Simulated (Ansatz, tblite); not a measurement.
Species of one formula, Al₃P₃H₁₂ (singlet), each relaxed with PBE-D4/def2-SVP in Ansatz.

The xTB rows come from tblite. Correlated methods freeze 30 core orbitals.

Other spin states weren't relaxed.

A: Al₃P₃H₁₂ (started as a model of: (H2Al-mu-PH2)3)

```xyz
18

Al    0.272    1.958    1.612
Al    2.000   -0.503   -1.521
Al   -2.072   -1.100   -0.304
P     1.066    1.586   -0.667
P     0.144   -1.961   -0.857
P    -1.338    0.109    1.686
H    -0.577    3.317    1.656
H     1.489    1.615    2.595
H     2.000   -0.458   -3.123
H     3.279   -0.848   -0.621
H    -2.400    0.020   -1.403
H    -3.063   -2.293    0.092
H     0.033    2.003   -1.565
H     2.017    2.617   -0.951
H    -0.009   -2.964   -1.865
H     0.568   -2.812    0.212
H    -2.505    0.569    2.373
H    -0.903   -0.854    2.651
```

B: Al₃P₃H₁₂, a cluster cut from zinc blende AlP (hydrogen-capped)

Cartesian coordinates in Å:
```
Al -0.8516 1.8550 -1.5244
Al 1.1504 -1.9869 -1.1045
Al -1.3040 -0.4452 2.1429
P -1.0289 1.6407 0.9022
P 0.6585 -1.5975 1.2560
P 1.0402 0.3414 -1.8341
H -0.3933 3.3472 -1.8868
H -2.1316 1.1211 -2.1439
H 2.6586 -2.5095 -1.2464
H -0.1288 -2.7221 -1.7243
H -1.0831 -0.1597 3.7041
H -2.5844 -1.1799 1.5250
H 0.0328 2.3904 1.5035
H -2.1091 2.4912 1.3024
H 1.8264 -1.0508 1.8788
H 0.6913 -2.8810 1.8902
H 2.2317 1.0088 -1.4033
H 1.3250 0.3367 -3.2375
```

Task: Estimate their order by electronic energy at PBE-QIDH/def2-TZVP, counted from the lowest.

Result: A (0.0) < B (0.0), in kcal/mol. Gaps under about 2 kJ/mol are ties within the noise of geometry and basis.

Task: Do the other levels pick the same lowest one?

Result: Not GFN1-xTB, HF/STO-3G, HF/def2-SVP, HF/def2-TZVP, PBE-D4/def2-TZVP, BLYP-D4/def2-TZVP, r2SCAN-D4/def2-TZVP. Energies above each level's lowest (kcal/mol):

| level | A | B |
| --- | --- | --- |
| GFN1-xTB | 2.1 | 0.0 |
| GFN2-xTB | 0.0 | 0.1 |
| HF/STO-3G | 1.3 | 0.0 |
| HF/def2-SVP | 0.1 | 0.0 |
| HF/def2-TZVP | 0.2 | 0.0 |
| PBE-D4/def2-SVP | 0.0 | 0.1 |
| PBE-D4/def2-TZVP | 0.0 | 0.0 |
| BLYP-D4/def2-TZVP | 0.0 | 0.0 |
| r2SCAN-D4/def2-TZVP | 0.1 | 0.0 |
| PBE0-D4/def2-SVP | 0.0 | 0.2 |
| PBE0-D4/def2-TZVP | 0.0 | 0.1 |
| PBE-QIDH/def2-TZVP | 0.0 | 0.0 |
| MP2/def2-SVP | 0.0 | 0.3 |
| MP2/def2-TZVP | 0.0 | 0.1 |
| CCSD/def2-SVP | 0.0 | 0.2 |
| CCSD(T)/def2-SVP | 0.0 | 0.2 |
Point groups (tolerance 0.1 Å): A not assigned, B C3v. A and B have the same bonds, so they are conformers or stereoisomers.
